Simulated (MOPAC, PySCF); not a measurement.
[Hf(F)2(NH2)2], neutral singlet in the gas phase. 

Cartesian coordinates (Å):
```xyz
9

Hf     0.0153    -0.1374    -0.1007
F      0.2444     1.6050     0.6926
F     -1.5493    -1.0378     0.5767
N     -0.0589     0.0026    -2.1257
H     -0.5832    -0.6098    -2.7509
H      0.3382     0.7538    -2.6902
N      1.6506    -1.2666     0.3396
H      2.3111    -1.6841    -0.3132
H      1.9487    -1.5118     1.2841
```
Charge 0, multiplicity 1.

All levels are single points at this geometry (r2SCAN-D4/def2-SVP); Pople sets use spherical d functions. Orbital energies aren't observables, and empty levels follow the basis.

```tsv
level	HOMO (eV)	LUMO (eV)	gap (eV)	dipole (D)	vertical IE, Delta-SCF (eV)
B3LYP-D3(BJ)/def2-TZVP in PySCF	-7.27	-0.61	6.66	2.71	–
PBE-D3(BJ)/def2-TZVP in PySCF	-6.07	-0.98	5.09	2.65	–
TPSSh-D3(BJ)/def2-TZVP in PySCF	-6.71	-0.49	6.21	2.63	–
B3LYP/6-311+G** (LANL2DZ on Hf) in PySCF	-7.50	-0.82	6.68	3.01	–
B3LYP/6-31G* (LANL2DZ on Hf) in PySCF	-6.98	-0.23	6.75	2.80	9.46
B3LYP/LANL2DZ in PySCF	-7.25	-0.56	6.70	3.40	–
BP86/6-31G* (LANL2DZ on Hf) in PySCF	-5.87	-0.94	4.93	2.74	–
M06-2X/6-31G* (LANL2DZ on Hf) in PySCF	-8.73	0.56	9.29	2.88	–
PBE/6-31G* (LANL2DZ on Hf) in PySCF	-5.77	-0.83	4.94	2.74	–
SVWN5/6-31G* (LANL2DZ on Hf) in PySCF	-5.94	-1.04	4.89	2.88	–
HF/6-31G* (LANL2DZ on Hf) in PySCF	-10.89	1.99	12.88	2.82	8.81
PM6 in MOPAC	-10.01	-1.38	8.63	5.23	–
PM7 in MOPAC	-10.72	0.85	11.57	4.27	–
```
